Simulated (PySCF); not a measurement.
C4H8OSi, SMILES C/C=C1/OC[SiH2]1. Atoms are numbered in the order given.

```xyz
14

C     -0.3475     2.6566     0.0000
C      0.6849     1.5660     0.0000
C      0.3783     0.2673     0.0000
O      1.3156    -0.7598     0.0000
C      0.5070    -1.9617     0.0000
Si    -1.0903    -0.9093     0.0000
H     -1.3689     2.2415     0.0000
H     -0.2493     3.3058    -0.8865
H     -0.2493     3.3058     0.8865
H      1.7458     1.8467     0.0000
H      0.7172    -2.5687     0.8960
H      0.7172    -2.5687    -0.8960
H     -1.9544    -0.9617    -1.2131
H     -1.9544    -0.9617     1.2131
```

Geometry optimised at ωB97X-D3(BJ)/def2-SVP. The structure was generated by enumeration; whether it is a known compound was not checked.

Method: PBE/def2-TZVP (PySCF).

Symmetry labels are those of the subgroup Cs that the program uses (full group Cs).

Computed valence orbital energies around the gap with their symmetry:
```tsv
orbital	symmetry	energy (eV)
HOMO−7	A"	-9.93
HOMO−6	A'	-9.36
HOMO−5	A'	-8.99
HOMO−4	A"	-8.54
HOMO−3	A"	-8.07
HOMO−2	A'	-7.44
HOMO−1	A'	-6.94
HOMO	A"	-5.07
LUMO	A'	-1.00
LUMO+1	A"	-0.86
LUMO+2	A'	0.02
LUMO+3	A'	0.67
```
